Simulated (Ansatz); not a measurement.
Mulliken charges of CH3ClF2SSi, SMILES `CS[Si](F)(F)Cl` from B3LYP/def2-TZVPP in Ansatz (PBE0-D4/def2-TZVP geometry).

```json
{"atom": "C1", "x (Å)": "-0.041", "y (Å)": "-1.564", "z (Å)": "0.048", "charge (e)": "-0.282"}
{"atom": "S2", "x (Å)": "-0.562", "y (Å)": "-0.296", "z (Å)": "-1.155", "charge (e)": "-0.177"}
{"atom": "Si3", "x (Å)": "0.032", "y (Å)": "1.397", "z (Å)": "-0.095", "charge (e)": "0.825"}
{"atom": "F4", "x (Å)": "-0.673", "y (Å)": "1.491", "z (Å)": "1.317", "charge (e)": "-0.289"}
{"atom": "F5", "x (Å)": "1.579", "y (Å)": "1.378", "z (Å)": "0.234", "charge (e)": "-0.289"}
{"atom": "Cl6", "x (Å)": "-0.402", "y (Å)": "3.048", "z (Å)": "-1.168", "charge (e)": "-0.194"}
{"atom": "H7", "x (Å)": "-0.578", "y (Å)": "-1.452", "z (Å)": "0.989", "charge (e)": "0.139"}
{"atom": "H8", "x (Å)": "-0.301", "y (Å)": "-2.522", "z (Å)": "-0.399", "charge (e)": "0.127"}
{"atom": "H9", "x (Å)": "1.034", "y (Å)": "-1.526", "z (Å)": "0.213", "charge (e)": "0.139"}
```

Problem. By hand: the dipole of these point charges (1 e Å = 4.8032 D).

Solution. Σ q r = (-0.021, -0.509, 0.007) e Å, of length 0.509 e Å = 2.44 D.

Problem. How does the dipole of the full density compare? (Estimate.)

Solution. The calculation gave: (-0.012, -0.428, 0.018) e Å, 2.06 D; the point charges give 1.18 times that, at 2° from its direction.

Point charges leave out the atoms' own dipoles, such as those of lone pairs, and Mulliken's split depends on the basis, so the two needn't agree.

B3LYP here is the variant with VWN-RPA as its local correlation; programs differ in this.
